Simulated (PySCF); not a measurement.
CH₈FNSi₂, SMILES [SiH2]([SiH2]CF)N. Atoms are numbered in the order given.

```xyz
13

N     -1.3884     0.3088     1.3220
Si    -1.5210    -0.2926    -0.3044
Si     0.6029     0.0777    -1.2168
C      1.6946     0.5508     0.2772
F      1.5250    -0.4237     1.2708
H     -0.5867    -0.0075     1.8616
H     -2.2161     0.3813     1.9051
H     -2.5700     0.4942    -1.0198
H     -1.8977    -1.7371    -0.4574
H      0.6314     1.2171    -2.1847
H      1.1731    -1.1274    -1.8892
H      1.3767     1.5230     0.6914
H      2.7689     0.6126     0.0349
```
Charge 0, spin multiplicity 1.

Geometry optimised at ωB97X-D3(BJ)/def2-SVP. This is a generated structure with no PubChem entry under its InChIKey; it may be hypothetical. Other conformers were not sampled.

Computed with PBE/pcSseg-1 in PySCF.

GIAO shieldings, no solvent; atoms listed in one row are averaged. δ = σ(ref) − σ: ¹⁵N against NH3 (σ = 267.0 ppm); ²⁹Si against TMS (σ = 335.4 ppm); ¹³C against TMS (σ = 182.0 ppm); ¹⁹F against CFCl3 (σ = 133.6 ppm); ¹H against TMS (σ = 31.49 ppm), references at their B3LYP-D3(BJ)/def2-TZVP geometries, non-relativistic.

**Question.** Estimate the chemical shifts. (An estimate is asked for; the answer gives what the named calculation found.)

**Answer.** 
| nucleus | atoms | count | δ (ppm) |
|---|---|---|---|
| ¹⁵N | N1 | 1 | 3.2 |
| ²⁹Si | Si2 | 1 | -53.7 |
| ²⁹Si | Si3 | 1 | -76.8 |
| ¹³C | C4 | 1 | 83.1 |
| ¹⁹F | F5 | 1 | -307.7 |
| ¹H | H9 | 1 | 5.66 |
| ¹H | H13 | 1 | 5.61 |
| ¹H | H12 | 1 | 5.49 |
| ¹H | H8 | 1 | 5.34 |
| ¹H | H11 | 1 | 4.30 |
| ¹H | H10 | 1 | 4.21 |
| ¹H | H6 | 1 | 0.79 |
| ¹H | H7 | 1 | -0.02 |
